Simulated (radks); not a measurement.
Spherical jellium clusters: N electrons in a uniform positive sphere of charge N and radius rs N^(1/3), rs = 3.38 bohr. Calculated with a radial shooting solver with Libxc functionals: non-relativistic Kohn-Sham, PBE, spin-polarised, spherical densities. Levels are named by radial order and angular momentum (1s, 1p, 1d, 2s, ...), and open shells are averaged over m.

N = 13, configuration 1s2 1p6 1d(up 5, down 0). This is the lowest configuration that the search found. Occupied levels:

| level | occupation | eigenvalue (eV) | <r> (bohr) |
|---|---|---|---|
| 1s up | 1 | -6.0724 | 5.270 |
| 1s down | 1 | -5.7966 | 4.636 |
| 1p up | 3 | -4.8045 | 6.209 |
| 1p down | 3 | -4.1669 | 5.890 |
| 1d up | 5 | -3.1895 | 7.011 |

Energy (eV): total -22.2248, kinetic 31.468, external -676.99, Hartree 330.95, exchange-correlation -54.838, background 347.18.

Electron density:

| r (bohr) | n(r) (e/bohr^3) |
|---|---|
| 0.921 | 0.003783 |
| 1.91 | 0.004673 |
| 2.90 | 0.005851 |
| 3.88 | 0.006852 |
| 4.87 | 0.007122 |
| 5.86 | 0.006244 |
| 6.85 | 0.004384 |
| 7.83 | 0.002370 |
| 8.82 | 0.001008 |
| 9.81 | 0.0003739 |
| 10.8 | 0.0001315 |
| 11.8 | 0.00004527 |
| 12.8 | 0.00001556 |
